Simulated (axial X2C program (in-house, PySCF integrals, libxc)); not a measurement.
# Spin–orbit effects along a row: molecules with Br, HF

All values come from calculations with an in-house relativistic program for diatomic molecules, spin-free (one-electron X2C) or two-component (2c: spin–orbit coupling with atomic mean-field Coulomb and Gaunt terms, which also bring small scalar terms), in Dyall basis sets with cores contracted in-house; open shells are unrestricted.

Basis sets: Al dyall-v3z, Br dyall-cv3z, Cl dyall-av3z, Mg dyall-cv3z, P dyall-v3z, Si dyall-v3z.

| molecule | spin-free state | Re (Å) | ωe (cm⁻¹) | De (eV) | 2c state | Re 2c (Å) | ωe 2c (cm⁻¹) | De 2c (eV) |
| --- | --- | --- | --- | --- | --- | --- | --- | --- |
| MgBr | M_S = 1/2, Λ = 0 | 2.368 | 373.0 | 2.47 | Ω = 1/2 | 2.369 | 372.6 | 2.31 |
| AlBr | M_S = 0, Λ = 0 | 2.326 | 368.0 | 3.46 | Ω = 0 | 2.327 | 367.5 | 3.30 |
| SiBr | M_S = 1/2, Λ = 1 | 2.251 | 412.8 | 2.43 | Ω = 1/2 | 2.251 | 413.4 | 2.29 |
| PBr | M_S = 1, Λ = 0 | 2.200 | 432.9 | 1.44 | Ω = 1 | 2.201 | 432.0 | 1.28 |
| BrCl | M_S = 0, Λ = 0 | 2.127 | 485.3 | 0.72 | Ω = 0 | 2.129 | 483.0 | 0.51 |

(1) Work out the shifts from the spin-free to the two-component result.

Each entry is the lowest single determinant of a limited PBE0 search at one distance. De goes to single-determinant-based atoms at the same level (for ions the charge split of lowest energy) and is withheld (n/a) where an atom does not fit its ground term or J level. Main or longest-lived isotopes. One determinant is a doubtful description, or other states lie close, for PBr; these need not be ground states, and all values refer to the states named. Some open-shell Ω = 0 determinants are out of reach, so the Ω given for PBr need not be the lowest component. With several unpaired electrons the Ω given is that of one determinant, not necessarily of the lowest component. Some light 2c atoms are not at their ground J level, so De misses part of their lowering (0.04 eV or less).

Results:

(1) 

```
molecule  2c state  ΔRe (Å)  Δωe (cm⁻¹)  ΔDe (eV)
    MgBr   Ω = 1/2    0.001        -0.4     -0.16
    AlBr     Ω = 0    0.001        -0.5     -0.16
    SiBr   Ω = 1/2    0.000         0.6     -0.14
     PBr     Ω = 1    0.001        -0.9     -0.16
    BrCl     Ω = 0    0.002        -2.3     -0.21
```

Shifts of one unit in the last digit are rounding.
